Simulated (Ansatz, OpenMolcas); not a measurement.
How methods differ on C2H3BFN (SMILES FB1C=NC1)

C2H3BFN: 8 atoms, total charge 0, spin state singlet. As SMILES, `FB1C=NC1`. Geometry: relaxed at PBE0-D4/def2-TZVP.

```tsv
atom	x (Å)	y (Å)	z (Å)
F	0.2132	-1.0073	1.9184
B	-0.0241	-0.3048	0.8362
C	0.3190	1.1285	0.3458
N	0.3039	0.7286	-0.8812
C	-0.3017	-0.6406	-0.6823
H	0.6565	2.1209	0.6339
H	0.2571	-1.4327	-1.1862
H	-1.3316	-0.6497	-1.0403
```

Quantity: the vertical ionisation energy (to the doublet cation), in eV. The values are calculated.

```json
{"level": "HF/def2-SVP", "kind": "Hartree–Fock", "program": "OpenMolcas", "value (eV)": "8.66", "CPU time (all runs)": "21 s"}
{"level": "SVWN5/def2-SVP", "kind": "LDA", "program": "OpenMolcas", "value (eV)": "9.93", "CPU time (all runs)": "60 s"}
{"level": "TPSS/def2-SVP", "kind": "meta-GGA", "program": "OpenMolcas", "value (eV)": "9.65", "CPU time (all runs)": "2 min"}
{"level": "r2SCAN/def2-SVP", "kind": "meta-GGA", "program": "OpenMolcas", "value (eV)": "9.74", "CPU time (all runs)": "2.1 min"}
{"level": "wB97M-V/def2-SVP", "kind": "range-separated hybrid", "program": "Ansatz", "value (eV)": "9.90", "CPU time (all runs)": "3 min"}
{"level": "wB97X/def2-SVP", "kind": "range-separated hybrid", "program": "Ansatz", "value (eV)": "9.89", "CPU time (all runs)": "84 s"}
{"level": "RPA@PBE/def2-SVP", "kind": "RPA", "program": "Ansatz", "value (eV)": "9.77", "CPU time (all runs)": "28 s"}
{"level": "RPA@PBE0/def2-SVP", "kind": "RPA", "program": "Ansatz", "value (eV)": "9.74", "CPU time (all runs)": "29 s"}
```

The values span 8.66 to 9.93 eV. Spin contamination of the reference (⟨S²⟩ at least 0.1 too high) touches HF/def2-SVP. CPU times are rough (shared hosts, several kinds of processor): they show what a rung costs within a factor of a few.
